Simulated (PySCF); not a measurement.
From one molecule to another.

First species: C5H5ClF2O.
Numbering: `[F:1][C@@H:2]1[CH2:3][C:4]([Cl:5])=[CH:6][O:7][C@H:8]1[F:9]` (hydrogens: H10 on C2; H11, H12 on C3; H13 on C6; H14 on C8)

Second species: C₄H₁₄AsB.
SMILES: `[BH3-][AsH2+]C(C)(C)C`

Levels: PBE0/def2-SVPD for HOMO energy, LUMO energy, HOMO–LUMO gap and static isotropic polarisability; TDDFT PBE0/def2-SVPD for lowest singlet excitation. Geometries: PBE0-D3(BJ)/def2-SVP. Each species is one conformer at its optimised geometry, gas phase, non-relativistic unless stated. Electronic properties by PySCF.

Dipoles, sizes and rotational constants follow the conformer. The torsions of the flexible species, by atom-mapped SMILES:
- `[BH3-:1][AsH2+:2][C:3]([CH3:4])([CH3:5])[CH3:6]`: B1–As2–C3–C4 60°

The conformers of `F[C@@H]1CC(Cl)=CO[C@H]1F` aren't listed.

(1) Which of the two has the higher S1 energy, and by how much?

(2) Which of the two has the higher HOMO–LUMO gap, and by how much?

(3) Which of the two has the higher LUMO energy, and by how much?

(4) Which of the two has the higher HOMO energy, and by how much?

(5) Which has the higher static isotropic polarisability?

Results:

(1) The second: 6.86 eV against 5.83 eV, a difference of 1.03 eV.

(2) The second: 7.95 eV against 6.86 eV, a difference of 1.09 eV.

(3) The second: -0.05 eV against -0.10 eV, a difference of 0.05 eV.

(4) The first: -6.96 eV against -8.00 eV, a difference of 1.04 eV.

(5) The second: 101.0 au against 75.4 au, a difference of 25.6 au.

On the first: The polarisability is 11.17 Å³ as a volume (1 au = 0.148185 Å³), or 0.97 au for each of the 78 electrons. S1 lies 1.03 eV below the HOMO–LUMO gap; its leading configuration is HOMO→LUMO+1, weight 0.83.

On the second: S1 lies 1.09 eV below the HOMO–LUMO gap; its leading configuration is HOMO→LUMO, weight 0.95. No computed singlet falls in the visible range (750 to 380 nm, 1.65 to 3.26 eV); S1 lies 3.60 eV above its blue end. The calculation is non-relativistic and has no spin–orbit coupling, an omission that weighs most on arsenic.
